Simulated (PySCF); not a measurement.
## Electronic structure of Tc (technetium, neutral) at the UHF level

Configuration: [Kr] 4d6 5s1, high-spin 6D determinant (an excited configuration). All numbers are calculated (PySCF 2.14, a scalar-relativistic core potential, in aug-cc-pwCVTZ-PP with ECP28MDF).

```json
{
 "Total energy": "-79.821620 hartree",
 "One-electron energy": "-139.1623 hartree",
 "Hartree (Coulomb) energy": "67.7443 hartree",
 "Exchange energy": "-8.4037 hartree",
 "⟨S²⟩": "8.7551",
 "⟨L²⟩": "6.038",
 "Sum of ⟨r⟩": "23.75 bohr",
 "Sum of ⟨r²⟩": "50.84 bohr²",
 "Traceless quadrupole moment −½Σ⟨3z² − r²⟩ along its main axis": "1.05 e·bohr²",
 "Time after the integrals": "about 6 core-seconds"
}
```

```json
{"shell": "4s α", "electrons": "1", "mean orbital energy (hartree)": "-3.28066", "spread (hartree)": "0", "rms radius, mean of both spins (bohr)": "1.15"}
{"shell": "4s β", "electrons": "1", "mean orbital energy (hartree)": "-3.06066", "spread (hartree)": "0", "rms radius, mean of both spins (bohr)": "1.15"}
{"shell": "4p α", "electrons": "3", "mean orbital energy (hartree)": "-2.09217", "spread (hartree)": "0.04978", "rms radius, mean of both spins (bohr)": "1.28"}
{"shell": "4p β", "electrons": "3", "mean orbital energy (hartree)": "-1.81115", "spread (hartree)": "0.04028", "rms radius, mean of both spins (bohr)": "1.28"}
{"shell": "4d α", "electrons": "5", "mean orbital energy (hartree)": "-0.38809", "spread (hartree)": "0.05930", "rms radius, mean of both spins (bohr)": "1.97"}
{"shell": "4d β", "electrons": "1", "mean orbital energy (hartree)": "-0.25098", "spread (hartree)": "0", "rms radius, mean of both spins (bohr)": "1.97"}
{"shell": "5s α", "electrons": "1", "mean orbital energy (hartree)": "-0.23821", "spread (hartree)": "0", "rms radius, mean of both spins (bohr)": "3.87"}
```

Energies and moments cover only the electrons outside the core potential.
